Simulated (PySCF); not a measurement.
A structure optimised at B3LYP-D3(BJ)/def2-SVP, used in a PySCF frequency run:

```
B
O 1 1.3633
H 2 0.9671 1 115.60
O 1 1.3774 2 123.02 3 0.00
H 4 0.9672 1 116.17 2 0.00
B 1 1.7223 2 122.37 3 -180.00
O 6 1.3603 1 122.70 2 0.00
H 7 0.9688 6 111.22 1 180.00
O 6 1.3710 7 118.10 8 0.00
H 9 0.9664 6 110.60 7 180.00
```
Charge 0, spin multiplicity 1.

Question: Write its SMILES, formula and point group.

Answer: OB(O)B(O)O, B2H4O4, Cs

Question: What are its rotational constants (standard atomic weights)?

Answer: 5.1860, 2.6966, 1.7741 GHz
